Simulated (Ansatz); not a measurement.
```yaml
crystal:
  periodic: [false, false, false]
  atoms:
    - {symbol: N, position_ang: [-0.284655, 0.953714, -0.109776]}
    - {symbol: B, position_ang: [0.381740, -0.267672, 0.058691]}
    - {symbol: O, position_ang: [1.728516, -0.394100, 0.242956]}
    - {symbol: Te, position_ang: [-0.685665, -2.178689, 0.046846]}
    - {symbol: H, position_ang: [0.182431, 1.845335, -0.108169]}
    - {symbol: H, position_ang: [-1.276758, 1.017693, -0.243757]}
    - {symbol: H, position_ang: [2.211703, 0.435946, 0.250381]}
    - {symbol: H, position_ang: [-2.165209, -1.469328, -0.192971]}
basis:
  gaussian: {orbitals: def2-SVPD}
hamiltonian: {xc: {name: LC-wPBE}}
output: {forces: true}
```

```sh
$ ansatz run in.yaml --threads 2 --pin off --events-out ev --progress --plain --max-ram 4352MiB
```

Shortened log:

```
Functional definition: LC-wPBE
1155 factors; their error is unknown
561 factors; integrals over basis functions are off by at most 4.0e-5 eV
mean field evaluation 1: about -11564.5329 eV, gradient 5.4e1 eV
mean field evaluation 2: about -11565.4678 eV, gradient 5.2e1 eV
mean field evaluation 4: about -11570.1318 eV, gradient 2.4e0 eV
mean field evaluation 8: about -11570.1413 eV, gradient 1.0e-1 eV
mean field evaluation 16: about -11570.1097 eV, gradient 2.0e-4 eV
mean field -11570.10968302 eV, -425.1936883488 hartree, gradient 5.6e-5 eV, S^2 0.000000; 0 other end points of the search recorded, 0 dependent functions left out
reference -11570.10968303 eV, -425.1936883492 hartree; 24, 24 occupied and 106, 106 virtual orbitals, 1155 factors
Total energy: -11570.10968303 eV, -425.1936883492 hartree
Atom 0 at    -0.284655     0.953714    -0.109776 Å, force     0.089280    -0.006157     0.011914 eV/Å
Atom 1 at     0.381740    -0.267672     0.058691 Å, force    -0.137985    -0.372276     0.007022 eV/Å
Atom 2 at     1.728516    -0.394100     0.242956 Å, force     0.029429     0.085843    -0.002086 eV/Å
Atom 3 at    -0.685665    -2.178689     0.046846 Å, force    -0.025834     0.201081    -0.016710 eV/Å
Atom 4 at     0.182431     1.845335    -0.108169 Å, force     0.088423     0.147569     0.001701 eV/Å
Atom 5 at    -1.276758     1.017693    -0.243757 Å, force    -0.208984    -0.003345    -0.026989 eV/Å
Atom 6 at     2.211703     0.435946     0.250381 Å, force     0.084857     0.004575     0.010878 eV/Å
Atom 7 at    -2.165209    -1.469328    -0.192971 Å, force     0.080815    -0.057290     0.014271 eV/Å
Dipole moment:     0.019553     0.789102    -0.050189 e Å
```

It took 2.4 s on 2 threads of an AMD EPYC 7R43 on a shared host, with 0.24 GiB of host memory at the peak.
